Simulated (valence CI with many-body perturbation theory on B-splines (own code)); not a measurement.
Results of a calculation; reference values are marked as such.
# Level structure of Dy33+

Method: relativistic CI+MBPT: five valence electrons over a frozen Dirac-Fock core [Ar] 3d10, a basis of 9 s, 9 p, 8 d, 6 f, 3 g, 1 h functions for each j, with the one-electron correlation potential Σ1, the two-electron term Σ2, the three-electron term Σ3, Breit, model QED; selected CI, second order for the rest, scaled by the run's own slope (own B-spline code, finite nucleus).

No measured spectrum was set against this ion. As an estimate, large intervals hold to a few tenths of a per cent, small ones and those within an open d or f shell to about a per cent. Among the levels kept, up to 780 cm⁻¹ of a level comes from second order outside the variational space, and about a tenth of that is noise between levels of different J, which matters for small intervals.

Levels 1 to 36 of 36, with energies above the lowest level, (4s^2 4p1/2^2 4p3/2) J=3/2. "Leading %" is the weight of the configuration and term that name the level; weights of strongly mixed levels are sums over their largest components and can fall short, so below about 35 % the name and the second component can differ from the true leading terms, or belong to a minority configuration. In the jj column 3d3/2^4 stands for four electrons in 3d with j = 3/2.

```tsv
No.	Configuration	Term	J	E (cm⁻¹)	Leading %	Second component	g	Leading jj
1	4s²4p³	²P°	3/2	0	45	29 % 4s²4p³ ⁴S°	1.390	4s^2 4p1/2^2 4p3/2 (98 %)
2	4s²4p³	⁴S°	3/2	371780	53	45 % 4s²4p³ ²D°	1.444	4s^2 4p1/2 4p3/2^2 (98 %)
3	4s²4p³	²D°	5/2	408720	99		1.197	4s^2 4p1/2 4p3/2^2 (99 %)
4	4s²4p³	²P°	1/2	455160	98		0.661	4s^2 4p1/2 4p3/2^2 (98 %)
5	4s²4p³	²P°	3/2	833090	53	28 % 4s²4p³ ²D°	1.292	4s^2 4p3/2^3 (98 %)
6	4s4p⁴	⁴P	5/2	985910	68	20 % 4s4p⁴ ²D	1.492	4s 4p1/2^2 4p3/2^2 (88 %)
7	4s²4p²4d	⁴F	3/2	1002400	30	23 % 4s²4p²4d ²D	0.861	4s^2 4p1/2^2 4d3/2 (83 %)
8	4s4p⁴	²S	1/2	1100700	52	36 % 4s4p⁴ ⁴P	2.183	4s 4p1/2^2 4p3/2^2 (90 %)
9	4s4p⁴	²D	3/2	1126000	29	26 % 4s4p⁴ ²P	1.111	4s 4p1/2^2 4p3/2^2 (72 %)
10	4s²4p²4d	⁴D	5/2	1156600	24	24 % 4s²4p²4d ⁴F	1.201	4s^2 4p1/2^2 4d5/2 (85 %)
11	4s4p⁴	⁴P	3/2	1366600	30	18 % 4s4p⁴ ²D	1.211	4s 4p1/2 4p3/2^3 (47 %)
12	4s²4p²4d	⁴F	5/2	1379700	40	38 % 4s²4p²4d ²F	1.014	4s^2 4p1/2 4p3/2 4d3/2 (89 %)
13	4s²4p²4d	⁴D	1/2	1381300	70	15 % 4s²4p²4d ²P	0.329	4s^2 4p1/2 4p3/2 4d3/2 (91 %)
14	4s²4p²4d	²P	3/2	1386800	33	29 % 4s4p⁴ ⁴P	1.245	4s^2 4p1/2 4p3/2 4d3/2 (45 %)
15	4s²4p²4d	²G	7/2	1418900	41	27 % 4s²4p²4d ²F	1.069	4s^2 4p1/2 4p3/2 4d3/2 (92 %)
16	4s4p⁴	²D	5/2	1427200	44	15 % 4s4p⁴ ⁴P	1.193	4s 4p1/2 4p3/2^3 (59 %)
17	4s²4p²4d	⁴D	7/2	1470100	47	35 % 4s²4p²4d ⁴F	1.311	4s^2 4p1/2 4p3/2 4d5/2 (98 %)
18	4s4p⁴	²P	1/2	1493700	29	17 % 4s²4p²4d ²P	1.250	4s 4p1/2 4p3/2^3 (43 %)
19	4s²4p²4d	²G	9/2	1510000	56	43 % 4s²4p²4d ⁴F	1.205	4s^2 4p1/2 4p3/2 4d5/2 (98 %)
20	4s²4p²4d	⁴P	5/2	1511900	39	19 % 4s²4p²4d ²F	1.264	4s^2 4p1/2 4p3/2 4d3/2 (60 %)
21	4s²4p²4d	²D	3/2	1514100	26	25 % 4s4p⁴ ²P	1.201	4s^2 4p1/2 4p3/2 4d3/2 (66 %)
22	4s²4p²4d	⁴D	3/2	1529100	40	22 % 4s4p⁴ ²D	1.115	4s^2 4p1/2 4p3/2 4d5/2 (50 %)
23	4s²4p²4d	²S	1/2	1559300	35	25 % 4s²4p²4d ⁴P	1.938	4s^2 4p1/2 4p3/2 4d3/2 (56 %)
24	4s²4p²4d	⁴D	5/2	1572500	37	26 % 4s²4p²4d ²F	1.175	4s^2 4p1/2 4p3/2 4d5/2 (49 %)
25	4s²4p²4d	²F	7/2	1594000	41	33 % 4s²4p²4d ²G	1.090	4s^2 4p1/2 4p3/2 4d5/2 (84 %)
26	4s²4p²4d	²P	3/2	1594500	39	23 % 4s4p⁴ ²P	1.396	4s^2 4p1/2 4p3/2 4d5/2 (50 %)
27	4s²4p²4d	²D	5/2	1620700	53	20 % 4s²4p²4d ⁴P	1.202	4s^2 4p1/2 4p3/2 4d5/2 (79 %)
28	4s²4p²4d	²D	3/2	1634600	56	9 % 4s²4p²4d ⁴F	0.868	4s^2 4p1/2 4p3/2 4d5/2 (66 %)
29	4s²4p²4d	²P	1/2	1666700	63	14 % 4s²4p²4d ²S	1.041	4s^2 4p1/2 4p3/2 4d5/2 (70 %)
30	4s²4p²4d	²S	1/2	1853200	23	22 % 4s4p⁴ ²P	1.695	4s 4p3/2^4 (46 %)
31	4s²4p²4d	²P	1/2	1886300	57	25 % 4s²4p²4d ⁴P	1.137	4s^2 4p3/2^2 4d3/2 (70 %)
32	4s²4p²4d	²D	3/2	1888500	38	26 % 4s²4p²4d ⁴P	1.166	4s^2 4p3/2^2 4d3/2 (89 %)
33	4s²4p²4d	²F	7/2	1889700	45	42 % 4s²4p²4d ⁴D	1.271	4s^2 4p3/2^2 4d5/2 (90 %)
34	4s²4p²4d	²D	5/2	1894200	32	18 % 4s²4p²4d ²F	1.207	4s^2 4p3/2^2 4d3/2 (81 %)
35	4s²4p²4d	⁴F	9/2	1903000	56	43 % 4s²4p²4d ²G	1.234	4s^2 4p3/2^2 4d5/2 (97 %)
36	4s²4p²4d	²F	7/2	1922300	68	24 % 4s²4p²4d ²G	1.086	4s^2 4p3/2^2 4d3/2 (83 %)
```

The ionisation energy to 4s²4p² ³P0 of the next ion comes out as 1372.7 eV (NIST: 1371 ± 5 eV (theoretical)). All 36 levels together are meant to be complete up to 1961800 cm⁻¹.
